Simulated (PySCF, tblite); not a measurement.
Isomers of C5H8NO2 (doublet state). Method: GFN2-xTB as coded in tblite; computed harmonic values from a numerical Hessian at the method's own geometry, unscaled. Against measured fundamentals such values can be off by several per cent, at times by over 20. One conformer each. Open shells enter through the occupations alone, without spin polarisation, and single modes of such species can be off by tens of per cent.

Electronic energies: B3LYP/pcH-1 single points on the GFN2-xTB geometries (PySCF, gas phase).

| SMILES | electronic energy, lowest = 0 (kJ/mol) |
| --- | --- |
| NC(=O)[C]1CCOC1 | 0.0 |
| CNC(=O)[C]1COC1 | 113.2 |
| [NH]C(=O)[C@@H]1CCOC1 | 122.3 |
| [CH2]NC(=O)C1COC1 | 111.6 |

Question: How do GFN2-xTB zero-point energies change the relative energies?

Answer: 
| SMILES | ZPE (kJ/mol) | of it from modes above 1550 cm⁻¹ | electronic (kJ/mol) | with ZPE, lowest = 0 (kJ/mol) | lowest mode (cm⁻¹) | rings |
| --- | --- | --- | --- | --- | --- | --- |
| NC(=O)[C]1CCOC1 | 328.5 | 156.1 | 0.0 | 0.0 | 82 | 1 |
| [CH2]NC(=O)C1COC1 | 328.0 | 157.0 | 111.6 | 111.1 | 90 | 1 |
| CNC(=O)[C]1COC1 | 324.0 | 152.9 | 113.2 | 108.7 | 71 | 1 |
| [NH]C(=O)[C@@H]1CCOC1 | 329.9 | 151.2 | 122.3 | 123.7 | 65 | 1 |

The zero-point energies span 5.9 kJ/mol, from `CNC(=O)[C]1COC1` to `[NH]C(=O)[C@@H]1CCOC1`. The lowest isomer stays, but the order above it changes.

Question: And how do the electronic energies of GFN2-xTB itself compare?

Answer: `NC(=O)[C]1CCOC1` 0.0; `[CH2]NC(=O)C1COC1` 91.3; `CNC(=O)[C]1COC1` 84.0; `[NH]C(=O)[C@@H]1CCOC1` 48.6 kJ/mol, lowest = 0. Against the energies above, taken from the same isomer `NC(=O)[C]1CCOC1`, the largest difference is 73.7 kJ/mol.

Question: What do entropy and thermal enthalpy add at 298.15 K and 1 bar (rigid rotor, harmonic oscillator, one conformer each)?

Answer: 
```json
{"SMILES": "NC(=O)[C]1CCOC1", "point group": "C1", "symmetry number": "1", "S (J/(mol K))": "374.7", "H − H(0) (kJ/mol)": "23.91", "ZPE + H − H(0) − TS (kJ/mol)": "240.7"}
{"SMILES": "[CH2]NC(=O)C1COC1", "point group": "Cs", "symmetry number": "1", "S (J/(mol K))": "374.8", "H − H(0) (kJ/mol)": "23.96", "ZPE + H − H(0) − TS (kJ/mol)": "240.3"}
{"SMILES": "CNC(=O)[C]1COC1", "point group": "Cs", "symmetry number": "1", "S (J/(mol K))": "393.4", "H − H(0) (kJ/mol)": "25.85", "ZPE + H − H(0) − TS (kJ/mol)": "232.6"}
{"SMILES": "[NH]C(=O)[C@@H]1CCOC1", "point group": "C1", "symmetry number": "1", "S (J/(mol K))": "361.1", "H − H(0) (kJ/mol)": "21.81", "ZPE + H − H(0) − TS (kJ/mol)": "244.1"}
```

S holds R ln(2S + 1) for the spin.
